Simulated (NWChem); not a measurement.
## Atomisation of C5H3Cl

```xyz
9

C      1.6251     2.1442     0.0000
C      0.9054     1.1516     0.0000
C      0.0617     0.0087     0.0000
Cl    -1.6839     0.3304     0.0000
C      0.4940    -1.2477     0.0000
C      0.9328    -2.4858     0.0000
H      2.2610     3.0185     0.0000
H      1.1257    -3.0307     0.9423
H      1.1257    -3.0307    -0.9423
```
Charge 0, spin multiplicity 1.

The numbers come from NWChem runs, not from measurements. Structure: optimised with PBE/def2-SVP, a minimum by its harmonic frequencies. It is one conformer; others weren't searched.

Basis set: def2-SVP. The atomisation energy is electronic alone: no zero-point, thermal, spin-orbit or counterpoise terms. No value is extrapolated to the basis-set limit. Free atoms are single determinants with multiplicities C 3, Cl 2, H 2.

B3LYP has NWChem's definition, with VWN1-RPA local correlation. The structure started from a generated list of species. The stability of the SCF solutions was not checked. Open-shell Hartree-Fock references start from PBE0 orbitals.

**Question.** For the atomisation energy, LC-wPBE (omega 0.3 per bohr) gives 990.7 kcal/mol and PBE0 gives 988.4 kcal/mol. What do HF, B3LYP, M06-2X give?

**Answer.** HF: 693.3 kcal/mol; B3LYP: 967.9 kcal/mol; M06-2X: 976.7 kcal/mol.
